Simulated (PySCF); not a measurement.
C8H10Se.
SMILES with atom numbers: `[CH3:1][Se:2][C:3]1=[CH:4][C@H:5]2[CH:6]=[CH:7][C@@H:8]1[CH2:9]2` (hydrogens: H10, H11, H12 on C1; H13 on C4; H14 on C5; H15 on C6; H16 on C7; H17 on C8; H18, H19 on C9)

Method: PySCF, PBE0-D3(BJ)/def2-SVP geometry optimisation, gas phase; density fitting, grid level 2; the optimiser is geomeTRIC in internal coordinates, started from a GFN2-xTB structure.

Step 0: E = -73775.4620 eV
```
atom  x, y, z in Å  |  force x, y, z in eV/Å
C1      3.3136   -0.0872   -0.3053   -0.565  -0.367   0.160
Se2     2.0224   -1.4444    0.2373   -0.054   0.076  -0.057
C3      0.4509   -0.4106    0.1353    0.814  -0.369   0.311
C4      0.2543    0.8597   -0.2143   -0.072   0.301   0.223
C5     -1.2460    1.1020   -0.1370    0.043  -0.209  -0.006
C6     -1.8565    0.2350   -1.2282   -0.260   0.368   0.116
C7     -1.6585   -1.0277   -0.8810   -0.146  -0.330   0.235
C8     -0.9168   -1.0160    0.4445    0.115   0.058  -0.097
C9     -1.5739    0.2194    1.0818    0.046   0.047  -0.044
H10     3.2719    0.7434    0.3942    0.024   0.334   0.227
H11     3.0808    0.2437   -1.3140   -0.039   0.160  -0.363
H12     4.2965   -0.5491   -0.2798    0.346  -0.186   0.015
H13     0.9609    1.5984   -0.5382    0.498   0.366  -0.225
H14    -1.5579    2.1423   -0.1142   -0.124   0.374   0.015
H15    -2.3111    0.6289   -2.1169   -0.272   0.145  -0.605
H16    -1.9079   -1.9252   -1.4133   -0.161  -0.504  -0.416
H17    -0.9044   -1.9476    1.0053   -0.027  -0.298   0.203
H18    -1.0847    0.5469    1.9989    0.216   0.118   0.288
H19    -2.6433    0.0975    1.2525   -0.382  -0.083   0.020
```

**Question.** Estimate the geometry and energy of step 1. (The exact step hangs on the optimiser's Hessian estimate; all steps are aligned on step 0, rigid shifts and turns removed.)

**Answer.** E = -73775.5361 eV, largest force 0.156 eV/Å
```
atom  x, y, z in Å  |  force x, y, z in eV/Å
C1      3.2816   -0.1016   -0.3114    0.148   0.041  -0.020
Se2     2.0187   -1.4530    0.2463    0.022  -0.007   0.004
C3      0.4824   -0.3950    0.1705   -0.148  -0.040  -0.031
C4      0.2777    0.8852   -0.1801    0.089   0.036  -0.015
C5     -1.2399    1.1054   -0.1390   -0.039   0.127   0.020
C6     -1.8658    0.2348   -1.2338   -0.021   0.010  -0.092
C7     -1.6591   -1.0386   -0.8846    0.002  -0.052  -0.052
C8     -0.9006   -1.0146    0.4445    0.020  -0.068   0.079
C9     -1.5738    0.2207    1.0826   -0.041   0.001   0.074
H10     3.2552    0.7492    0.3851    0.002  -0.037  -0.025
H11     3.0540    0.2377   -1.3324   -0.009  -0.017   0.038
H12     4.2812   -0.5596   -0.2909   -0.047   0.030  -0.002
H13     1.0061    1.6261   -0.5111   -0.029  -0.037  -0.002
H14    -1.5646    2.1551   -0.1154    0.006  -0.038   0.012
H15    -2.3250    0.6139   -2.1493    0.017  -0.018   0.038
H16    -1.9074   -1.9429   -1.4432    0.010   0.038   0.017
H17    -0.8936   -1.9530    1.0169   -0.002   0.035  -0.008
H18    -1.0822    0.5551    2.0091    0.000  -0.005  -0.022
H19    -2.6545    0.0842    1.2439    0.020   0.000  -0.013
```

The energy changes by -0.0741 eV. The first-order estimate −F·Δx gives -0.1625 eV and the mean of the old and new forces, exact on a quadratic surface, -0.0747 eV. The step makes an angle of 52° with the force vector and moves no atom by more than 0.060 Å.

The cost below is that of the whole optimisation. The run took 80 s on one thread, Arm Neoverse V2 (aarch64), no GPU (shared host), and the process peaked at 0.96 GiB of memory.
